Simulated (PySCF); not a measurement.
F₃Y, charge -1, doublet, at a GFN2-xTB geometry (such geometries of metal compounds can be far from the true shape) (the multiplicity is a formal guess) (all electrons, no relativity) (in this run its highest filled SCF level lies above zero, so its values depend strongly on the basis, on diffuse functions most of all). Base run: PBE0/3-21G (PySCF).

Here is a job for PySCF.
```python
from pyscf import gto, scf, dft

mol = gto.Mole()
mol.atom = '''
    Y    -0.000000    0.000000    0.000000
    F    -1.624289   -0.999947    0.071333
    F     0.010960    1.749501   -0.763167
    F     1.613330   -0.749554    0.691834
'''
mol.basis = '3-21g'
mol.charge = -1
mol.spin = 1
mol.verbose = 4
mol.build()

mf = dft.UKS(mol)
mf.xc = 'pbe0'
mf.kernel()
```

The base run was repeated with changes; each row names its change, and settings that it needs were set with it.

```
change                                                                                         basis functions       E (Eh)  HOMO (eV)
---------------------------------------------------------------------------------------------  ---------------  -----------  ---------
base                                                                                                        63  -3615.21811       1.63
basis = ANO-RCC-VDZP; relativity = spin-free X2C                                                            85  -3684.57528       1.04
basis = jorge-DZP-DKH; relativity = spin-free X2C                                                           93  -3684.32639       1.01
basis = ANO-RCC-VDZP; relativity = none                                                                     85  -3592.57176       1.08
basis = jorge-DZP-DKH; relativity = spin-free X2C; nucleus = Gaussian (with mol.nucmod = 'G')               93  -3684.29185       1.01
basis = ANO-RCC-VDZP; relativity = spin-free X2C; nucleus = Gaussian (with mol.nucmod = 'G')                85  -3684.53640       1.04
basis = x2c-TZVPall; relativity = spin-free X2C; nucleus = Gaussian (with mol.nucmod = 'G')                156  -3684.62213       0.98
basis = x2c-TZVPall; relativity = spin-free X2C                                                            156  -3684.65506       0.98
basis = jorge-DZP-DKH; relativity = none                                                                    93  -3616.06796       1.05
basis = x2c-TZVPall; relativity = none                                                                     156  -3603.56772       1.04
```

Absolute energies of different levels of theory aren't comparable as measures of quality.

Open shells are given as the SCF converged; they aren't shown to be the lowest states, and a large step between rows can be another state.

Basis sets contracted for a relativistic Hamiltonian are a mismatch without it, so the rows without relativity aren't non-relativistic limits. No row has spin-orbit coupling; sets with core potentials leave out the core electrons.
